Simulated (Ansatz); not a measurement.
`CO[SiH2]C[SiH3]` at its PBE0-D4/def2-TZVP geometry, where that method's forces vanish. Charge 0, multiplicity 1.

```csv
atom,x (Å),y (Å),z (Å)
C1,-0.4325,0.4101,2.9366
O2,-0.2991,-0.3226,1.7420
Si3,-0.0170,0.4008,0.2917
C4,0.0883,-0.9303,-0.9959
Si5,0.4080,-0.3208,-2.7372
H6,-1.2765,1.1084,2.8888
H7,-0.6124,-0.2930,3.7517
H8,0.4769,0.9789,3.1640
H9,1.2536,1.1807,0.3518
H10,-1.1197,1.3554,-0.0229
H11,-0.8494,-1.4962,-0.9886
H12,0.8879,-1.6239,-0.7143
H13,-0.6800,0.5932,-3.1769
H14,0.4757,-1.4611,-3.6897
H15,1.6960,0.4204,-2.8012
```

(1) For each bond, give half the difference of the two atoms' forces along it (eV/Å; positive pushes the atoms apart) under PBE-D4, r2SCAN-D4, B3LYP-D4, ωB97M-V in def2-TZVPP. (An estimate is asked.)

## Answers

(1) Computed: 
```csv
bond,length (Å),PBE-D4,r2SCAN-D4,B3LYP-D4,ωB97M-V
C1–O2,1.408,0.24,0.32,0.29,0.28
C1–H6,1.096,0.08,-0.06,-0.08,-0.11
C1–H7,1.091,0.08,-0.07,-0.12,-0.12
C1–H8,1.096,0.08,-0.06,-0.08,-0.11
O2–Si3,1.645,0.29,-0.03,0.03,0.04
Si3–C4,1.855,-0.03,0.00,0.06,0.02
Si3–H9,1.492,0.02,-0.03,-0.10,-0.12
Si3–H10,1.492,0.02,-0.03,-0.10,-0.12
C4–Si5,1.872,0.02,0.02,0.12,0.08
C4–H11,1.095,0.11,0.00,-0.06,-0.05
C4–H12,1.095,0.11,0.00,-0.06,-0.05
Si5–H13,1.487,0.06,-0.02,-0.07,-0.10
Si5–H14,1.487,0.07,-0.03,-0.10,-0.13
Si5–H15,1.487,0.06,-0.02,-0.07,-0.10
```

B3LYP here is the variant with VWN-RPA as its local correlation; programs differ in this.
